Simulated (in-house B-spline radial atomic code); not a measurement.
Ionising S8+ with different functionals

Computed with a radial B-spline atomic code at the basis-set limit: scalar-relativistic (spin-free X2C) Hamiltonian, Fermi nucleus of rms radius 3.2611 fm, spin-polarised at highest spin, spherical fractional occupations for the functionals, the average over the highest-spin determinants for Hartree-Fock. The ionisation energy is the difference of two self-consistent energies, [He] 2s2 2p4 → [He] 2s2 2p3, without Breit or QED terms; ε is the level of the shell that loses the electron (its least bound occupied spin orbital).

Hybrids are left out here: with spherical fractional occupations of an open shell their exact exchange keeps a self-interaction that integer-occupation calculations don't have.

```csv
method,rung,ΔSCF (eV),-ε(2p) (eV)
Hartree-Fock,Hartree-Fock,377.30,379.50
LDA VWN5,LDA,378.49,353.77
LDA PW92,LDA,378.47,353.76
LDA exchange-only,LDA,375.19,350.77
PBE,GGA,378.58,353.81
PBEsol,GGA,377.98,353.37
BLYP,GGA,378.81,353.95
RPBE,GGA,378.24,353.60
PW91,GGA,378.90,354.16
BP86,GGA,378.89,354.13
AM05,GGA,377.71,353.19
OLYP,GGA,?,?
TPSS,meta-GGA,?,?
SCAN,meta-GGA,377.06,353.58
r2SCAN,meta-GGA,376.93,353.50
revTPSS,meta-GGA,377.51,353.35
```

(1) What does OLYP give?

(2) What does TPSS give?

(3) How do they compare with the NIST value?

## Answers

(1) ΔSCF 377.81 eV, and -ε(2p) = 353.60 eV.

(2) ΔSCF 378.05 eV, and -ε(2p) = 353.82 eV.

(3) NIST lists 379.8 eV ± 0.21 (semi-empirical, ground level to ground level). Errors run from -4.65 to -0.94 eV; PW91 is closest (-0.94 eV), though others lie within the uncertainty of it, and part of that can be cancellation, since the calculations leave out spin-orbit coupling, Breit-QED terms, multiplet and fine-structure energies. Hartree-Fock also lacks correlation.
